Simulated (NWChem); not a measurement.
Program: NWChem. System: H$_{3}$Ge (+1), charge 1, spin multiplicity 1, at a geometry optimised with PBE0/def2-SVP. The structure started from a generated list of species. Level: CR-EOMCCSD(T)/def2-SVPD, 9 core orbitals frozen.

Input file:

```
start mol
memory heap 100 mb stack 700 mb global 1900 mb
charge 1
geometry units angstroms nocenter noautoz
  Ge     0.000000     0.000000    -0.000004
  H      0.000000     0.000000     1.526089
  H      1.321661     0.000000    -0.762981
  H     -1.321661     0.000000    -0.762981
  symmetry group C2v
end
basis spherical
  * library def2-svpd
end
scf
  rhf
  nopen 0
  maxiter 100
  thresh 1e-7
  semidirect memsize 60000000 filesize 0
end
tce
  freeze core 9
  creomsd(t)
  nroots 1
  2eorb
  2emet 13
  thresh 1e-5
  maxiter 200
  tilesize 24
end
task tce energy
```

Output (cleaned and shortened):

```
             Northwest Computational Chemistry Package (NWChem) 7.3.0
             --------------------------------------------------------

                                NWChem Input Module
                                -------------------

 Scaling coordinates for geometry "geometry" by  1.889725989
 (inverse scale =  0.529177249)

 Turning off AUTOSYM since
 SYMMETRY directive was detected!

                             Geometry "geometry" -> ""
                             -------------------------

 Output coordinates in angstroms (scale by  1.889725989 to convert to a.u.)

  No.       Tag          Charge          X              Y              Z
 ---- ---------------- ---------- -------------- -------------- --------------
    1 Ge                  32.0000     0.00000000     0.00000000    -0.00000400
    2 H                    1.0000     0.00000000     0.00000000     1.52608900
    3 H                    1.0000     1.32166100     0.00000000    -0.76298100
    4 H                    1.0000    -1.32166100     0.00000000    -0.76298100

 Effective nuclear repulsion energy (a.u.)      33.8890618917

            Nuclear Dipole moment (a.u.)
            ----------------------------
        X                 Y               Z
 ---------------- ---------------- ----------------
     0.0000000000     0.0000000000    -0.0000018897

      Symmetry information
      --------------------

 Group name             C2v
 Group number             16
 Group order               4
 No. of unique centers     3

      Symmetry unique atoms

     1    2    3


 Summary of "ao basis" -> "" (spherical)
 ------------------------------------------------------------------------------
       Tag                 Description            Shells   Functions and Types
 ---------------- ------------------------------  ------  ---------------------
 *                         def2-svpd                  on all atoms

 Summary of "ao basis" -> "ao basis" (spherical)
 ------------------------------------------------------------------------------
       Tag                 Description            Shells   Functions and Types
 ---------------- ------------------------------  ------  ---------------------
 Ge                        def2-svpd                14       38   6s4p4d
 H                         def2-svpd                 4        8   2s2p

                                 NWChem SCF Module
                                 -----------------

  ao basis        = "ao basis"
  functions       =    62
  atoms           =     4
  closed shells   =    17
  open shells     =     0
  charge          =   1.00
  wavefunction    = RHF
  use symmetry    = T
  symmetry adapt  = T

 Summary of "ao basis" -> "ao basis" (spherical)
 ------------------------------------------------------------------------------
       Tag                 Description            Shells   Functions and Types
 ---------------- ------------------------------  ------  ---------------------
 Ge                        def2-svpd                14       38   6s4p4d
 H                         def2-svpd                 4        8   2s2p

      Symmetry analysis of basis
      --------------------------

        a1         28
        a2          6
        b1         16
        b2         12

 Forming initial guess at       0.0s

      Superposition of Atomic Density Guess
      -------------------------------------

 Sum of atomic energies:       -2076.54148542

 Renormalizing density from      35.00 to     34

      Non-variational initial energy
      ------------------------------

 Total energy =   -2040.057274
 1-e energy   =   -2878.574588
 2-e energy   =     804.628252
 HOMO         =      -0.814090
 LUMO         =      -0.509572

      Symmetry analysis of molecular orbitals - initial
      -------------------------------------------------

  Numbering of irreducible representations:

     1 a1          2 a2          3 b1          4 b2

  Orbital symmetries:

     1 a1          2 a1          3 b1          4 a1          5 b2
     6 a1          7 b1          8 a1          9 b2         10 a1
    11 b1         12 a1         13 a2         14 b2         15 a1
    16 b1         17 a1         18 b2         19 a1         20 a1
    21 b1         22 a1         23 a2         24 b2         25 b1
    26 a1         27 a1

 Starting SCF solution at       0.4s

 ----------------------------------------------
         Quadratically convergent ROHF

 Convergence threshold     :          1.000E-07
 Maximum no. of iterations :          100
 Final Fock-matrix accuracy:          1.000E-09
 ----------------------------------------------

              iter       energy          gnorm     gmax       time
             ----- ------------------- --------- --------- --------
                 1    -2076.1103511167  4.23D+00  1.49D+00      0.4
                 2    -2076.5058355568  9.83D-01  3.46D-01      0.5
                 3    -2076.5234441456  6.89D-01  2.53D-01      0.5
                 4    -2076.5323594026  3.35D-02  1.13D-02      0.5
                 5    -2076.5324847241  2.71D-04  1.01D-04      0.5
                 6    -2076.5324847331  1.99D-08  6.50D-09      0.5

       Final RHF  results
       ------------------

         Total SCF energy =  -2076.532484733106
      One-electron energy =  -2953.242651883171
      Two-electron energy =    842.821105258359
 Nuclear repulsion energy =     33.889061891707

        Time for solution =      0.1s

       Symmetry analysis of molecular orbitals - final
       -----------------------------------------------

  Numbering of irreducible representations:
[...]
 --------------------------------------------------------------
 Iterations converged
 ------------------

 Excited state root  1
 Excitation energy / hartree =        0.386554334583446
                   / eV      =       10.518683112522089
 largest EOMCCSD amplitudes: R1 and R2

 Singles contributions
    19a1  (alpha) ---    17a1  (alpha)        0.7753398812
    20a1  (alpha) ---    17a1  (alpha)       -0.3192188234
    21a1  (alpha) ---    17a1  (alpha)        0.1847190461
    22b1  (alpha) ---    16b1  (alpha)       -0.1847129938

 Doubles contributions
    19a1  (alpha)    19a1  (beta ) ---    17a1  (alpha)    17a1  (beta )       -0.1048460458
    19a1  (alpha)    19a1  (beta ) ---    16b1  (alpha)    16b1  (beta )        0.1048336514
======= CR-EOMCCSD(T) calculation ======
corresponding R0 value =     0.000006

CR-EOMCCSD(T) Intermediates cpu wall time             1.1            1.1
 cr_N i1_1 nr of boxes                   168
 cr_N i1_2 nr of boxes                   168
 creom_N i2_1 nr of boxes                   168
 creom_N i2_2 nr of boxes                   168
 creom_N i2_3 nr of boxes                   168
 creom_N i2_4 nr of boxes                   168

CR-EOMCCSD(T) triples loop cpu wall             2.1            2.1

 CR-EOMCCSD(T)  total energy / hartree       =     -2076.381501498765374
 CR-EOMCCSD(T)  excitation energy (eV)       =     10.39115

 =========================================
 Excited-state calculation ( a2  symmetry)
 =========================================
 Dim. of EOMCC iter. space      500

 EOMCCSD SOLVER TYPE  1
  maxdiff =   0.51185337825634070

 No. of initial right vectors    1

 EOM-CCSD right-hand side iterations
 --------------------------------------------------------------
      Residuum       Omega / hartree  Omega / eV    Cpu    Wall
 --------------------------------------------------------------

 Iteration   1 using    1 trial vectors
   0.4017839956282   0.2874407333241    7.82166     0.5     0.5

 Iteration   2 using    2 trial vectors
   0.1200585822565   0.2122436256265    5.77545     0.3     0.3

 Iteration   3 using    3 trial vectors
   0.0457128761228   0.2065978043901    5.62181     0.3     0.3

 Iteration   4 using    4 trial vectors
   0.0153228792827   0.2060165888315    5.60600     0.3     0.3

 Iteration   5 using    5 trial vectors
   0.0041913140380   0.2059858407716    5.60516     0.4     0.4

 Iteration   6 using    6 trial vectors
   0.0012033348170   0.2059737912862    5.60483     0.3     0.3

 Iteration   7 using    7 trial vectors
   0.0003644576063   0.2059695365737    5.60472     0.3     0.3

 Iteration   8 using    8 trial vectors
   0.0001285676160   0.2059712470885    5.60477     0.3     0.3

 Iteration   9 using    9 trial vectors
   0.0000421079434   0.2059717085016    5.60478     0.3     0.3

 Iteration  10 using   10 trial vectors
   0.0000133201463   0.2059717831138    5.60478     0.3     0.3

 Iteration  11 using   11 trial vectors
   0.0000045549621   0.2059718324998    5.60478     0.4     0.4
 --------------------------------------------------------------
 Iterations converged
 ------------------

 Excited state root  1
 Excitation energy / hartree =        0.205971832499806
                   / eV      =        5.604781119595084
 largest EOMCCSD amplitudes: R1 and R2

 Singles contributions
    18b2  (alpha) ---    16b1  (alpha)        0.9265143301

 Doubles contributions
======= CR-EOMCCSD(T) calculation ======
corresponding R0 value =     0.000000

CR-EOMCCSD(T) Intermediates cpu wall time             1.4            1.4
 creom_N i2_1 nr of boxes                   168
 creom_N i2_2 nr of boxes                   168
 creom_N i2_3 nr of boxes                   168
 creom_N i2_4 nr of boxes                   168

CR-EOMCCSD(T) triples loop cpu wall             2.3            2.3

 CR-EOMCCSD(T)  total energy / hartree       =     -2076.560260835865847
 CR-EOMCCSD(T)  excitation energy (eV)       =      5.52686

 =========================================
 Excited-state calculation ( b1  symmetry)
 =========================================
 Dim. of EOMCC iter. space      500

 EOMCCSD SOLVER TYPE  1
  maxdiff =   0.64443491477241754

 No. of initial right vectors    1

 EOM-CCSD right-hand side iterations
 --------------------------------------------------------------
      Residuum       Omega / hartree  Omega / eV    Cpu    Wall
 --------------------------------------------------------------

 Iteration   1 using    1 trial vectors
   0.4131152536312   0.4845975843545   13.18658     0.7     0.7

 Iteration   2 using    2 trial vectors
   0.1442400877537   0.4120056938271   11.21125     0.5     0.5

 Iteration   3 using    3 trial vectors
   0.0941084581028   0.4010592654196   10.91338     0.5     0.5

 Iteration   4 using    4 trial vectors
   0.0787157169754   0.3945399109122   10.73598     0.5     0.5

 Iteration   5 using    5 trial vectors
   0.0558514498237   0.3907155628697   10.63192     0.5     0.5

 Iteration   6 using    6 trial vectors
   0.0369994589697   0.3877220262605   10.55046     0.4     0.4

 Iteration   7 using    7 trial vectors
   0.0192730587520   0.3869169553273   10.52855     0.4     0.4

 Iteration   8 using    8 trial vectors
   0.0094093079126   0.3867163016212   10.52309     0.4     0.4

 Iteration   9 using    9 trial vectors
   0.0042584721169   0.3866161250642   10.52036     0.4     0.4

 Iteration  10 using   10 trial vectors
   0.0019877652615   0.3865757076292   10.51926     0.4     0.4

 Iteration  11 using   11 trial vectors
   0.0013022724330   0.3865797399492   10.51937     0.4     0.4

 Iteration  12 using   12 trial vectors
   0.0009243572869   0.3865714306453   10.51915     0.4     0.4

 Iteration  13 using   13 trial vectors
   0.0004967666937   0.3865697898341   10.51910     0.4     0.4

 Iteration  14 using   14 trial vectors
   0.0001994008073   0.3865735161130   10.51921     0.4     0.4

 Iteration  15 using   15 trial vectors
   0.0000975356878   0.3865727167512   10.51918     0.4     0.4

 Iteration  16 using   16 trial vectors
   0.0000512276311   0.3865726186450   10.51918     0.4     0.4

 Iteration  17 using   17 trial vectors
   0.0000223632191   0.3865727887928   10.51919     0.4     0.4

 Iteration  18 using   18 trial vectors
   0.0000104161344   0.3865725821884   10.51918     0.4     0.4

 Iteration  19 using   19 trial vectors
   0.0000052763561   0.3865724877300   10.51918     0.4     0.4
 --------------------------------------------------------------
 Iterations converged
 ------------------

 Excited state root  1
 Excitation energy / hartree =        0.386572487729969
                   / eV      =       10.519177084982569
 largest EOMCCSD amplitudes: R1 and R2

 Singles contributions
    19a1  (alpha) ---    16b1  (alpha)        0.7754095181
    20a1  (alpha) ---    16b1  (alpha)       -0.3190830170
    21a1  (alpha) ---    16b1  (alpha)       -0.1848933138
    22b1  (alpha) ---    17a1  (alpha)       -0.1849560304

 Doubles contributions
    19a1  (alpha)    19a1  (beta ) ---    17a1  (alpha)    16b1  (beta )        0.1048415816
    19a1  (alpha)    19a1  (beta ) ---    16b1  (alpha)    17a1  (beta )        0.1048415816
======= CR-EOMCCSD(T) calculation ======
corresponding R0 value =     0.000000

CR-EOMCCSD(T) Intermediates cpu wall time             0.9            0.9
 creom_N i2_1 nr of boxes                   168
 creom_N i2_2 nr of boxes                   168
 creom_N i2_3 nr of boxes                   168
 creom_N i2_4 nr of boxes                   168

CR-EOMCCSD(T) triples loop cpu wall             1.4            1.4

 CR-EOMCCSD(T)  total energy / hartree       =     -2076.381483279634267
 CR-EOMCCSD(T)  excitation energy (eV)       =     10.39164

 =========================================
 Excited-state calculation ( b2  symmetry)
 =========================================
 Dim. of EOMCC iter. space      500

 EOMCCSD SOLVER TYPE  1
  maxdiff =   0.51183897746187390

 No. of initial right vectors    1

 EOM-CCSD right-hand side iterations
 --------------------------------------------------------------
      Residuum       Omega / hartree  Omega / eV    Cpu    Wall
 --------------------------------------------------------------

 Iteration   1 using    1 trial vectors
   0.4079414259402   0.2874275040088    7.82130     0.5     0.5

 Iteration   2 using    2 trial vectors
   0.1209375636732   0.2123923280242    5.77949     0.5     0.5

 Iteration   3 using    3 trial vectors
   0.0462254716187   0.2066240322836    5.62253     0.4     0.4

 Iteration   4 using    4 trial vectors
   0.0154788534286   0.2060076344293    5.60576     0.4     0.4

 Iteration   5 using    5 trial vectors
   0.0042241213024   0.2059679805901    5.60468     0.5     0.5

 Iteration   6 using    6 trial vectors
   0.0012189506584   0.2059588511098    5.60443     0.5     0.5

 Iteration   7 using    7 trial vectors
   0.0003692760178   0.2059564588483    5.60436     0.6     0.6

 Iteration   8 using    8 trial vectors
   0.0001296871060   0.2059586188158    5.60442     0.6     0.6

 Iteration   9 using    9 trial vectors
   0.0000424247150   0.2059592020027    5.60444     0.6     0.6

 Iteration  10 using   10 trial vectors
   0.0000134038491   0.2059592828045    5.60444     0.6     0.6

 Iteration  11 using   11 trial vectors
   0.0000045976456   0.2059593197956    5.60444     0.4     0.4
 --------------------------------------------------------------
 Iterations converged
 ------------------

 Excited state root  1
 Excitation energy / hartree =        0.205959319795555
                   / eV      =        5.604440631443408
 largest EOMCCSD amplitudes: R1 and R2

 Singles contributions
    18b2  (alpha) ---    17a1  (alpha)        0.9252182338

 Doubles contributions
======= CR-EOMCCSD(T) calculation ======
corresponding R0 value =     0.000000

CR-EOMCCSD(T) Intermediates cpu wall time             0.8            0.8
 creom_N i2_1 nr of boxes                   168
 creom_N i2_2 nr of boxes                   168
 creom_N i2_3 nr of boxes                   168
 creom_N i2_4 nr of boxes                   168

CR-EOMCCSD(T) triples loop cpu wall             1.4            1.4

 CR-EOMCCSD(T)  total energy / hartree       =     -2076.560273139872152
 CR-EOMCCSD(T)  excitation energy (eV)       =      5.52652

 Task  times  cpu:       44.7s     wall:       44.7s

 Total times  cpu:       44.8s     wall:       44.8s
```
